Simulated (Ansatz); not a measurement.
Consider the formal hydrolysis of a Ge–F bond: `[F][Ge][Cl]` + H₂O → `[OH][Ge][Cl]` + H–F.

Calculated with Ansatz (gas phase, PBE0-D4/def2-TZVP geometries, no zero-point term in ΔE). CCSD(T)/CBS is the MP2 limit (def2-TZVPP, def2-QZVPP) plus CCSD(T) − MP2 in def2-TZVPP, frozen cores. This one scheme is used for every species. DFT in def2-TZVPP. For Ge outer-core shells are correlated without core-valence functions, which leaves a few kJ/mol of doubt a bond. Scalar relativity is left out up to krypton. Each species was taken in one conformer, which may not be the lowest.

`[F][Ge][Cl]`:

```xyz
3

F    -0.846    1.184    0.126
Ge    0.509    0.218    0.661
Cl    0.336   -1.401   -0.787
```

H₂O:

Cartesian coordinates in Å:
```
O -0.352 -0.156 0.055
H 0.261 -0.336 -0.661
H 0.091 0.492 0.606
```

`[OH][Ge][Cl]`:

```xyz
4

O    -0.701    0.259    0.882
Ge    0.985    0.520    0.405
Cl    0.944   -0.537   -1.537
H    -1.229   -0.242    0.251
```

H–F:

```xyz
2

F     0.081   -0.221    0.395
H    -0.081    0.221   -0.395
```

```json
{"level": "BLYP-D4", "ΔE (kJ/mol)": "23.8", "difference from CCSD(T)/CBS": "6.4"}
{"level": "r2SCAN-D4", "ΔE (kJ/mol)": "21.6", "difference from CCSD(T)/CBS": "4.2"}
{"level": "B97M-V", "ΔE (kJ/mol)": "25.7", "difference from CCSD(T)/CBS": "8.3"}
{"level": "CAM-B3LYP-D4", "ΔE (kJ/mol)": "23.6", "difference from CCSD(T)/CBS": "6.2"}
{"level": "BLYP", "ΔE (kJ/mol)": "27.6", "difference from CCSD(T)/CBS": "10.2"}
{"level": "r2SCAN", "ΔE (kJ/mol)": "22.0", "difference from CCSD(T)/CBS": "4.6"}
{"level": "RPA@PBE/def2-TZVPP", "ΔE (kJ/mol)": "16.9", "difference from CCSD(T)/CBS": "-0.5"}
{"level": "HF/def2-TZVPP", "ΔE (kJ/mol)": "25.7", "difference from CCSD(T)/CBS": "8.3"}
{"level": "HF/def2-QZVPP", "ΔE (kJ/mol)": "28.1", "difference from CCSD(T)/CBS": "10.7"}
{"level": "MP2/CBS(def2)", "ΔE (kJ/mol)": "14.2", "difference from CCSD(T)/CBS": "-3.2"}
{"level": "CCSD(T)/CBS", "ΔE (kJ/mol)": "17.4", "difference from CCSD(T)/CBS": "0"}
```

Largest T1 diagnostic among the species: 0.014.

At CCSD(T), def2-SVP lies +3.5 kJ/mol from the extrapolated value and def2-TZVPP −1.8 kJ/mol. In def2-TZVPP, CCSD(T) changes the Hartree–Fock value by −10.0 kJ/mol (the triples alone add −1.4 kJ/mol) and MP2 by −13.3 kJ/mol.
